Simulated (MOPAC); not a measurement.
MOPAC input (PM6):

```
PM6 1SCF UHF MS=0.5 GEO-OK AUX(PRECISION=9) THREADS=1
CH3Si

C    -1.09455200 1   -0.09114900 1   -0.01737500 1
Si    0.61143900 1   -0.03857200 1    0.00849100 1
H    -1.66910800 1    0.83060500 1   -0.01332900 1
H    -1.66876900 1   -1.00704300 1   -0.03827900 1
H     1.34503800 1    1.26334300 1    0.03698700 1
```

Output:

```
 *******************************************************************************
 **                                                                           **
 **                              MOPAC v23.2.5                                **
 **                                                                           **
 *******************************************************************************
 ** MOPAC's Digital Object Identifier: https://doi.org/10.5281/zenodo.6511958 **
 **                                                                           **
 ** Please cite the open-source release paper for use of this MOPAC version:  **
 ** J. E. Moussa and J. J. P. Stewart (2026)                                  **
 ** MOPAC: An open-source semiempirical molecular orbital program             **
 ** J. Open Source Softw., 11(119), 8025, https://doi.org/10.21105/joss.08025 **
 *******************************************************************************

                              PM6 CALCULATION RESULTS

 *******************************************************************************
 *  PM6        - The PM6 Hamiltonian to be used
 *  GEO-OK     - OVERRIDE INTERATOMIC DISTANCE AND OTHER SAFETY CHECKS
 *  UHF        - UNRESTRICTED HARTREE-FOCK CALCULATION
 *  MS=        - IN MECI, MAGNETIC COMPONENT OF SPIN =  0.5
 *  1SCF       - DO 1 SCF AND THEN STOP
 *  AUX        - OUTPUT AUXILIARY INFORMATION
 *******************************************************************************
PM6 1SCF UHF MS=0.5 GEO-OK AUX(PRECISION=9) THREADS=1
 CH3Si

   ATOM   CHEMICAL          X               Y               Z
  NUMBER   SYMBOL      (ANGSTROMS)     (ANGSTROMS)     (ANGSTROMS)

     1       C         -1.09455200  *  -0.09114900  *  -0.01737500  *
     2      Si          0.61143900  *  -0.03857200  *   0.00849100  *
     3       H         -1.66910800  *   0.83060500  *  -0.01332900  *
     4       H         -1.66876900  *  -1.00704300  *  -0.03827900  *
     5       H          1.34503800  *   1.26334300  *   0.03698700  *

          CARTESIAN COORDINATES

    NO.       ATOM           X           Y           Z

     1         C         -1.0946     -0.0911     -0.0174
     2        Si          0.6114     -0.0386      0.0085
     3         H         -1.6691      0.8306     -0.0133
     4         H         -1.6688     -1.0070     -0.0383
     5         H          1.3450      1.2633      0.0370

 General Reference for PM6:
 "Optimization of Parameters for Semiempirical Methods V: Modification of NDDO Approximations
 and Application to 70 Elements", J. J. P. Stewart, J. Mol. Mod., 13, 1173-1213 (2007)
 URL: https://link.springer.com/article/10.1007/s00894-007-0233-4

           Empirical Formula: C H3 Si  =     5 atoms

      MOLECULAR POINT GROUP   :   Cs

          UHF CALCULATION, NO. OF ALPHA ELECTRONS =    6
                           NO. OF BETA  ELECTRONS =    5

 -------------------------------------------------------------------------------
 PM6 1SCF UHF MS=0.5 GEO-OK AUX(PRECISION=9) THREADS=1
 CH3Si

     1SCF WAS SPECIFIED, SO BFGS WAS NOT USED
     SCF FIELD WAS ACHIEVED

                              PM6 CALCULATION
                                                       MOPAC v23.2.5 Linux

          FINAL HEAT OF FORMATION =         91.18858 KCAL/MOL =     381.53300 KJ/MOL

          COSMO AREA              =         91.25 SQUARE ANGSTROMS
          COSMO VOLUME            =         78.00 CUBIC ANGSTROMS

          IONIZATION POTENTIAL    =          7.904933 EV
          ALPHA SOMO LUMO (EV)    =         -7.905 -0.799
          BETA  SOMO LUMO (EV)    =         -8.522 -1.882
          NO. OF ALPHA ELECTRONS  =          6
          NO. OF BETA  ELECTRONS  =          5
          MOLECULAR WEIGHT        =         43.1202         POINT GROUP:  Cs

          MOLECULAR DIMENSIONS (Angstroms)

            Atom       Atom       Distance
            H     5    H     4     3.77404
            H     3   Si     2     2.06644
            H     3    C     1     0.00000

          SCF CALCULATIONS        =          1

   ATOM   CHEMICAL          X               Y               Z
  NUMBER   SYMBOL      (ANGSTROMS)     (ANGSTROMS)     (ANGSTROMS)

     1       C         -1.09455200  *  -0.09114900  *  -0.01737500  *
     2      Si          0.61143900  *  -0.03857200  *   0.00849100  *
     3       H         -1.66910800  *   0.83060500  *  -0.01332900  *
     4       H         -1.66876900  *  -1.00704300  *  -0.03827900  *
     5       H          1.34503800  *   1.26334300  *   0.03698700  *

                             CARTESIAN COORDINATES

   1    C       -1.094552000    -0.091149000    -0.017375000
   2   Si        0.611439000    -0.038572000     0.008491000
   3    H       -1.669108000     0.830605000    -0.013329000
   4    H       -1.668769000    -1.007043000    -0.038279000
   5    H        1.345038000     1.263343000     0.036987000

           Empirical Formula: C H3 Si  =     5 atoms

      MOLECULAR POINT GROUP   :   Cs

          ALPHA EIGENVALUES
 -22.93238 -16.33318 -13.58188 -11.44842  -8.18220  -7.90493  -0.79940   0.26913
   1.01447   1.62819   2.03367   2.94078   3.87974   5.14440   6.93923   7.52497

           BETA EIGENVALUES
 -22.80946 -15.68794 -13.42575 -10.91692  -8.52243  -1.88192  -0.52661   0.52486
   1.34356   1.82193   2.21374   2.91958   4.17762   5.38590   6.96819   7.51997

              NET ATOMIC CHARGES AND DIPOLE CONTRIBUTIONS

  ATOM NO.   TYPE          CHARGE      No. of ELECS.   s-Pop       p-Pop       d-Pop
    1          C          -0.694492        4.6945     1.10517     3.58932
    2         Si           0.287018        3.7130     1.42304     1.90124     0.38870
    3          H           0.193114        0.8069     0.80689
    4          H           0.188333        0.8117     0.81167
    5          H           0.026026        0.9740     0.97397
 DIPOLE           X         Y         Z       TOTAL
 POINT-CHG.     1.604     0.268     0.027     1.627
 HYBRID         0.289    -0.114     0.003     0.310
 SUM            1.893     0.155     0.030     1.900

          ATOMIC ORBITAL ELECTRON POPULATIONS

     Atom    s        px        py        pz      x^2-y^2     xz        z^2       yz        xy
    1  C   1.10517   1.12746   1.14330   1.31856
    2 Si   1.42304   0.65315   0.68360   0.56450   0.09182   0.11656   0.03474   0.00046   0.14513
    3  H   0.80689
    4  H   0.81167
    5  H   0.97397

                    (SZ)    =    0.500000
                    (S**2)  =    0.773658

          ATOMIC ORBITAL SPIN POPULATIONS

    Atom   Total    s     px     py     pz   x^2-y^2  xz     z^2    yz     xy
         Atomic
    1  C -0.0295  0.009  0.088  0.002 -0.129
    2 Si  0.9303  0.217  0.150  0.340  0.132  0.012 -0.004  0.019  0.000  0.064
    3  H  0.0219  0.022
    4  H  0.0012  0.001
    5  H  0.0761  0.076

 **********************
 *                    *
 * JOB ENDED NORMALLY *
 *                    *
 **********************

 == MOPAC DONE ==
```

The geometry given is a B3LYP-D3(BJ)/def2-TZVP minimum.
